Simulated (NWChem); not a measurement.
SnNH$_{5}$; SMILES [NH2][SnH3]

Computed with NWChem. Geometry: optimised at PBE0/def2-SVP. def2 effective core potentials on Sn; no spin-orbit coupling. Ions are spin-unrestricted doublets at the neutral geometry; other ion states weren't tried.

| level | vertical ionisation energy, ΔSCF (eV) | −ε(HOMO) (eV) | ΔSCF minus −ε(HOMO) (eV) |
|---|---|---|---|
| B3LYP/def2-TZVP | 9.48 | 6.98 | 2.50 |
| PBE/def2-TZVP | 9.32 | 5.81 | 3.51 |
| M06-2X/def2-TZVP | (withheld) | (withheld) | (withheld) |

Question: What belongs in the gaps?

Answer: 
- M06-2X/def2-TZVP, vertical ionisation energy, ΔSCF (eV): 9.64
- M06-2X/def2-TZVP, −ε(HOMO) (eV): 8.61
- M06-2X/def2-TZVP, ΔSCF minus −ε(HOMO) (eV): 1.03
